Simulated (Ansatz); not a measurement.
Saddle point of BHBrCl₃, closed shell (BCl₃ ([Cl][B]([Cl])[Cl]) + HBr → BBrCl₂ ([Cl][B]([Cl])[Br]) + HCl; bonds formed: B1–Br6, Cl2–H5; bonds broken: B1–Cl2, H5–Br6), PBE0-D4/def2-TZVP structure:

B1  (-0.431, -0.264, -0.177)
Cl2  (0.946, 0.820, -1.124)
Cl3  (-0.310, -1.963, -0.625)
Cl4  (-2.001, 0.532, -0.228)
H5  (1.255, 0.788, 0.392)
Br6  (0.541, 0.086, 1.761)
(Å)

Energies are electronic, without zero-point energy. Barriers and step energies count from the start structure reached by relaxing down the imaginary mode; all methods use the PBE0-D4 structures, on which another method's saddle can fall below an end. Ansatz 0.2.0; basis: def2-TZVPP, with def2-QZVPP for the basis limit; cores frozen in the correlated methods. Filled d shells of the heavier atoms are correlated. The def2 sets are not built for correlating such inner shells, so the correlated values are less sure here. B3LYP uses VWN-RPA correlation. Extrapolation: Hartree–Fock as exp(−7.88 √X), correlation as X^−2.97.

```json
{"method": "SPW92", "barrier (eV)": "?", "step energy (eV)": "0.103"}
{"method": "PBE-D4", "barrier (eV)": "0.777", "step energy (eV)": "0.096"}
{"method": "BLYP-D4", "barrier (eV)": "1.019", "step energy (eV)": "0.113"}
{"method": "r2SCAN-D4", "barrier (eV)": "0.932", "step energy (eV)": "0.113"}
{"method": "B97M-V", "barrier (eV)": "?", "step energy (eV)": "0.139"}
{"method": "PBE0-D4", "barrier (eV)": "0.944", "step energy (eV)": "0.103"}
{"method": "B3LYP-D4", "barrier (eV)": "1.145", "step energy (eV)": "0.118"}
{"method": "r2SCAN0-D4", "barrier (eV)": "1.040", "step energy (eV)": "0.114"}
{"method": "BHLYP-D4", "barrier (eV)": "1.356", "step energy (eV)": "0.123"}
{"method": "CAM-B3LYP-D4", "barrier (eV)": "1.241", "step energy (eV)": "0.136"}
{"method": "wB97X-V", "barrier (eV)": "1.197", "step energy (eV)": "0.123"}
{"method": "wB97M-V", "barrier (eV)": "1.149", "step energy (eV)": "0.122"}
{"method": "B2PLYP", "barrier (eV)": "?", "step energy (eV)": "0.110"}
{"method": "PBE-QIDH", "barrier (eV)": "1.060", "step energy (eV)": "0.097"}
{"method": "RPA on PBE", "barrier (eV)": "1.221", "step energy (eV)": "0.093"}
{"method": "HF", "barrier (eV)": "2.012", "step energy (eV)": "0.156"}
{"method": "MP2", "barrier (eV)": "1.049", "step energy (eV)": "0.073"}
{"method": "CCSD", "barrier (eV)": "1.372", "step energy (eV)": "0.101"}
{"method": "CCSD(T)", "barrier (eV)": "1.221", "step energy (eV)": "0.093"}
```

Task: Fill in the withheld barriers. (An estimate is asked for; the value comes from the calculation.)

Result: The calculation gives: SPW92 0.431; B2PLYP 1.208; B97M-V 1.212 eV. Each is the energy of the saddle less that of the start structure, by the same method.

For comparison, the barrier by CCSD(T) at an estimated basis limit (MP2 extrapolated from triple and quadruple zeta, plus CCSD(T) − MP2 in triple zeta) is 1.128 eV.

The T1 diagnostic stays at or below 0.010.

Labels in which every atom is bracketed show which atoms are joined, not bond orders.

For scale, one of the runs: CCSD(T)/def2-TZVPP, 219 basis functions, launched by `ansatz run in.yaml --threads 8 --pin off --events-out ev --progress --plain --max-ram 19148MiB`. Time: 79 s of wall clock on 8 CPU threads of an Arm Neoverse V1; the host was shared. Peak host memory: 3.2 GiB.
